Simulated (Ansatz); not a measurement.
System: SiBr, charge 0, multiplicity 2. SMILES: Br[Si]
Geometry from a B3LYP-D3(BJ)/def2-TZVP (Ansatz, an electronic-structure program) optimisation:
```
Si
Br 1 2.2523
```
Charge 0, spin multiplicity 2.

Parts of the frozen-core correlation energy in def2-SVP (Ansatz, hartree). Frozen orbitals: 19; correlated occupied orbitals by spin: 6 and 5; virtual: 25 and 26. UHF or UKS for open shells. Spin-orbit coupling is left out. No relativistic terms.

```
term                             value
-------------------------  -----------
reference (HF)             -2860.92710
MP2 opposite-spin             -0.13271
MP2 same-spin                 -0.04397
CCSD correlation              -0.20248
(T)                           -0.00602
CCSDT minus CCSD(T)           -0.00082
T1 diagnostic                    0.018
largest doubles amplitude        0.070
<S^2> of the reference           0.767
```
